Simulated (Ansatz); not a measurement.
Relaxation of K5H6⁻ with RKS PBE-D4/def2-SVPD.

```sh
$ ansatz run in.yaml --threads 4 --pin off --events-out ev --progress --plain --max-ram 4787MiB
```

```yaml
crystal:
  periodic: [false, false, false]
  atoms:
    - {symbol: K, position_ang: [1.552470, -2.532140, -0.660430]}
    - {symbol: K, position_ang: [-2.900750, -0.605550, -0.548140]}
    - {symbol: K, position_ang: [2.933080, 0.705590, -0.144750]}
    - {symbol: K, position_ang: [-1.531520, 2.626140, 0.011280]}
    - {symbol: K, position_ang: [-0.057010, -0.251190, 1.683230]}
    - {symbol: H, position_ang: [2.225280, -1.215050, 1.512070]}
    - {symbol: H, position_ang: [-2.321210, 0.738050, 1.653400]}
    - {symbol: H, position_ang: [-2.774010, 1.504920, -1.740860]}
    - {symbol: H, position_ang: [2.868460, -0.942440, -1.927690]}
    - {symbol: H, position_ang: [0.876540, 2.019760, 0.415960]}
    - {symbol: H, position_ang: [-0.871310, -2.048090, -0.254060]}
basis:
  gaussian: {orbitals: def2-SVPD}
total_charge: -1
hamiltonian: {xc: pbe, dispersion: d4}
scf: {lower_state_search: "off"}
output: {orbitals: {seedname: orbitals}}
relax: {f_tol: 0.02, max_steps: 100}
```

It took 14 s on 4 threads of Arm Neoverse V1 on a shared host.

Positions (Å) and forces (eV/Å) at steps 1, 2, 3, 4 of 4:

```xyz
11
step=1 energy=-81679.9573 eV
K     1.552   -2.532   -0.660   -0.043   -0.189   -0.012
K    -2.901   -0.606   -0.548   -0.106   -0.150   -0.010
K     2.933    0.706   -0.145    0.107    0.146    0.032
K    -1.532    2.626    0.011    0.054    0.186    0.047
K    -0.057   -0.251    1.683    0.001   -0.072    0.429
H     2.225   -1.215    1.512    0.292   -0.134    0.070
H    -2.321    0.738    1.653   -0.309    0.108    0.080
H    -2.774    1.505   -1.741   -0.186    0.118   -0.272
H     2.868   -0.942   -1.928    0.208   -0.033   -0.282
H     0.877    2.020    0.416    0.088    0.241   -0.004
H    -0.871   -2.048   -0.254   -0.105   -0.221   -0.079
11
step=2 energy=-81680.0947 eV
K     1.560   -2.592   -0.687    0.010    0.051   -0.017
K    -2.954   -0.638   -0.572    0.025    0.047   -0.010
K     2.985    0.745   -0.158   -0.026   -0.035   -0.031
K    -1.536    2.694    0.003   -0.009   -0.045   -0.030
K    -0.060   -0.282    1.876    0.001    0.007   -0.052
H     2.348   -1.269    1.530   -0.019    0.005    0.030
H    -2.445    0.784    1.676    0.015   -0.015    0.028
H    -2.864    1.557   -1.828   -0.085    0.048   -0.061
H     2.969   -0.968   -2.020    0.095   -0.030   -0.065
H     0.916    2.118    0.441    0.003   -0.001    0.106
H    -0.918   -2.147   -0.261   -0.010   -0.030    0.101
11
step=3 energy=-81680.1141 eV
K     1.571   -2.493   -0.720   -0.020   -0.097    0.000
K    -2.900   -0.558   -0.599   -0.061   -0.085    0.005
K     2.932    0.682   -0.216    0.054    0.078    0.032
K    -1.546    2.606   -0.055    0.019    0.097    0.031
K    -0.064   -0.293    1.947    0.002   -0.004    0.023
H     2.353   -1.277    1.577   -0.032    0.025   -0.071
H    -2.458    0.778    1.729    0.036   -0.004   -0.074
H    -2.998    1.630   -1.930    0.003   -0.003    0.020
H     3.121   -1.014   -2.130   -0.001   -0.003    0.021
H     0.921    2.115    0.553   -0.027   -0.060   -0.004
H    -0.933   -2.176   -0.156    0.027    0.058    0.017
11
step=4 energy=-81680.1336 eV
K     1.573   -2.546   -0.720    0.013    0.010    0.004
K    -2.949   -0.596   -0.588   -0.002    0.016    0.006
K     2.976    0.715   -0.196    0.002   -0.017    0.001
K    -1.548    2.660   -0.038   -0.013   -0.011    0.000
K    -0.062   -0.289    1.913    0.000    0.002   -0.012
H     2.348   -1.268    1.519   -0.018    0.009   -0.008
H    -2.451    0.786    1.671    0.019   -0.006   -0.009
H    -3.041    1.637   -1.874    0.004   -0.003    0.005
H     3.168   -1.040   -2.075   -0.003    0.001    0.006
H     0.905    2.078    0.542   -0.004   -0.008    0.001
H    -0.917   -2.137   -0.154    0.003    0.008    0.004
```

The structure comes from a short search, and lower isomers may exist.
